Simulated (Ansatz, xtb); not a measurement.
C6H3FN2: which of two isomers lies lower

We compare a, `C#Cc1cnc(F)cn1`, a singlet, with b, `C#Cc1cncc(F)n1`, a singlet. Both are isolated molecules in the gas phase, relaxed with PBE0-D3(BJ)/def2-SVP.

a (Å):

```xyz
12

C    -0.2245   -4.2367    1.2188
C    -0.4202   -3.1196    0.7920
C    -0.6459   -1.8150    0.2482
C    -0.5974   -1.6034   -1.1397
C    -1.0531    0.5704   -0.8310
C    -1.1083    0.3923    0.5572
F    -1.2608    1.7714   -1.3347
N    -0.8034   -0.4022   -1.6676
N    -0.9042   -0.7992    1.0860
H    -0.0526   -5.2232    1.6096
H    -0.3866   -2.4320   -1.8228
H    -1.3208    1.2365    1.2210
```

b (Å):

```xyz
12

C     2.2484   -2.4100    0.4214
C     1.1184   -1.9922    0.2914
C    -0.2102   -1.4985    0.0944
C    -0.6960   -1.2498   -1.2001
C    -2.6861   -0.5742   -0.3415
C    -2.1834   -0.8285    0.9410
F    -2.9572   -0.6054    1.9869
N    -1.9260   -0.7914   -1.4032
N    -0.9814   -1.2782    1.1691
H     3.2493   -2.7808    0.5500
H    -0.0633   -1.4312   -2.0736
H    -3.7037   -0.1964   -0.4812
```

Quicker runs give these differences E(b) − E(a): GFN2-xTB −0.18 kcal/mol; HF/STO-3G +0.44 kcal/mol (at GFN2-xTB geometries); r2SCAN-D4/def2-SVP −0.11 kcal/mol (at GFN2-xTB geometries).

Estimate E(b) − E(a) at the level CCSD(T)/def2-SVP + ΔMP2/def2-TZVPP.

CCSD(T)/def2-SVP + ΔMP2/def2-TZVPP gives E(b) − E(a) = −0.04 kcal/mol, slightly favouring structure b, which is too small a margin to settle the true order.

Level by level:

| level | geometry | E(b) − E(a) (kcal/mol) | departure from the last row (kcal/mol) | job, with rough time for the two |
| --- | --- | --- | --- | --- |
| GFN2-xTB | GFN2-xTB | −0.18 | −0.14 | optimisation, 0.14 s |
| HF/STO-3G | GFN2-xTB | +0.44 | +0.48 | single point, 0.46 s |
| r2SCAN-D4/def2-SVP | GFN2-xTB | −0.11 | −0.06 | single point, 3.1 s |
| PBE0-D3(BJ)/def2-SVP | PBE0-D3(BJ)/def2-SVP | +0.02 | +0.06 | optimisation, 29 s |
| HF/def2-SVP | PBE0-D3(BJ)/def2-SVP | +0.18 | +0.22 | part of the CCSD(T) run |
| MP2/def2-SVP | PBE0-D3(BJ)/def2-SVP | −0.16 | −0.12 | part of the CCSD(T) run |
| CCSD(T)/def2-SVP | PBE0-D3(BJ)/def2-SVP | −0.01 | +0.03 | single point |
| CCSD(T)/def2-SVP + ΔMP2/def2-TZVPP | PBE0-D3(BJ)/def2-SVP | −0.04 |  | single point, 59 s |

As drawn, both hold the same kinds of bond in the same numbers.

The largest departure from CCSD(T)/def2-SVP + ΔMP2/def2-TZVPP is that of HF/STO-3G, 0.48 kcal/mol. The last row adds to CCSD(T) the change of the MP2 difference between the two basis sets, here −0.03 kcal/mol.

With thermal terms from frequencies at re-optimised GFN2-xTB minima (ideal gas, soft modes damped towards free rotors, one conformer each, 298.15 K, 1 atm): the zero-point term adds +0.01 kcal/mol; ΔH is −0.02 and ΔG −0.07 kcal/mol.

The correlated steps freeze 9 core orbitals. Run with Ansatz 0.2.0, xtb 6.7.1; the last row on 2 threads of Intel(R) Xeon(R) 6975P-C (Granite Rapids) on a shared host.
